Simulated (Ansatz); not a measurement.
Wavefunction ladder for C$_{2}$H$_{8}$GeSi (`[GeH3][CH]1C[SiH2]1`)

```xyz
12

Ge   -0.8300   -1.4379   -0.6500
C     0.1769    0.2132   -0.5699
C     1.2703    0.3638    0.5169
Si   -0.1708    1.4981    0.7122
H    -2.0888   -1.2641   -1.5172
H     0.0236   -2.5849   -1.2287
H    -1.2506   -1.8243    0.7812
H     0.4607    0.5886   -1.5502
H     1.3885   -0.4651    1.2091
H     2.2226    0.7659    0.1856
H    -1.1837    1.2218    1.7523
H    -0.0188    2.9249    0.3587
```

Charge 0, multiplicity 1. Correlated methods include outer-core shells of Ge, which these sets cover unevenly. Scalar relativity is left out up to krypton. The structure was optimised at the PBE0-D4/def2-TZVP level. Frozen core, restricted reference, Ansatz.

| basis | HF (Eh) | MP2 corr. | CCSD corr. | (T) | CCSD(T) total |
| --- | --- | --- | --- | --- | --- |
| def2-SVP | ? | -0.61853 | -0.66589 | ? | ? |
| def2-TZVPP | -2444.67720 | -0.73336 | ? | -0.03159 | ? |
| def2-QZVPP | -2444.73192 | ? | – | – | – |

Problem. Fill in the withheld values. (Best estimate.)

Solution. Ansatz gave: def2-SVP HF (Eh): -2444.22362; def2-SVP (T): -0.02147; def2-SVP CCSD(T) total: -2444.91098; def2-TZVPP CCSD corr.: -0.77769; def2-TZVPP CCSD(T) total: -2445.48648; def2-QZVPP MP2 corr.: -1.02714.
